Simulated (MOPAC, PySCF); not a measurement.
Molecule: HB₂O₂, charge 1, multiplicity 1. SMILES: O=BB=[OH+]
Geometry: optimised at B3LYP-D3(BJ)/def2-TZVP (Ansatz).

Unscaled harmonic wavenumbers (cm⁻¹) in rising order, each level at the stationary point that it reaches from this structure (no distance between atoms moves by over 0.3 Å); the order of modes can differ between levels, and a negative number is imaginary. B3LYP-D3(BJ)/def2-TZVP (PySCF, at the structure above): 177, 177, 214, 214, 458, 458, 601, 1903, 2118, 3757.

AM1 (MOPAC): -621, -621, 235, 235, 587, 587, 641, 2037, 2315, 3095. Zero-point energy 13.9 against 14.4 kcal/mol; where all levels lie over 400 cm⁻¹, the wavenumbers are on average 1.103 times those of B3LYP-D3(BJ)/def2-TZVP. This level finds the structure a saddle point. The zero-point energy leaves imaginary modes out.

PM3 (MOPAC): 159, 159, 353, 353, 606, 606, 663, 2086, 2317, 3782. Zero-point energy 15.8 against 14.4 kcal/mol; where all levels lie over 400 cm⁻¹, the wavenumbers are on average 1.158 times those of B3LYP-D3(BJ)/def2-TZVP.

PM7 (MOPAC): 163, 163, 421, 421, 535, 535, 548, 1520, 1772, 2538. Zero-point energy 12.3 against 14.4 kcal/mol; where all levels lie over 400 cm⁻¹, the wavenumbers are on average 0.927 times those of B3LYP-D3(BJ)/def2-TZVP.
